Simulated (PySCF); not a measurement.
CH4BeS2. Atoms are numbered in the order given.

```xyz
8

Be    -0.1979     0.3200     0.4005
S     -1.8204     1.2420     0.7847
H     -2.3665     0.1623     1.3923
S      1.4266    -0.5779     0.0131
C      1.0669    -1.2891    -1.6386
H      0.2769    -2.0494    -1.5834
H      1.9923    -1.7704    -1.9817
H      0.7883    -0.5126    -2.3627
```

Geometry: PBE0-D3(BJ)/def2-SVP. One conformer was computed; it need not be the lowest.

The numbers are results of B3LYP/pcSseg-1 (PySCF), not measurements.

GIAO shieldings, no solvent; atoms alike by connectivity are averaged. δ = σ(ref) − σ: ³³S against H2S (σ = 695.8 ppm); ¹H against TMS (σ = 31.68 ppm); ¹³C against TMS (σ = 181.3 ppm), references at their B3LYP-D3(BJ)/def2-TZVP geometries, non-relativistic.

Computed chemical shifts:
```json
[
 {"nucleus": "³³S", "atoms": "S4", "count": "1", "δ (ppm)": "71.6"},
 {"nucleus": "³³S", "atoms": "S2", "count": "1", "δ (ppm)": "-7.9"},
 {"nucleus": "¹H", "atoms": "H6, H7, H8", "count": "3", "δ (ppm)": "2.39"},
 {"nucleus": "¹H", "atoms": "H3", "count": "1", "δ (ppm)": "0.91"},
 {"nucleus": "¹³C", "atoms": "C5", "count": "1", "δ (ppm)": "12.4"}
]
```
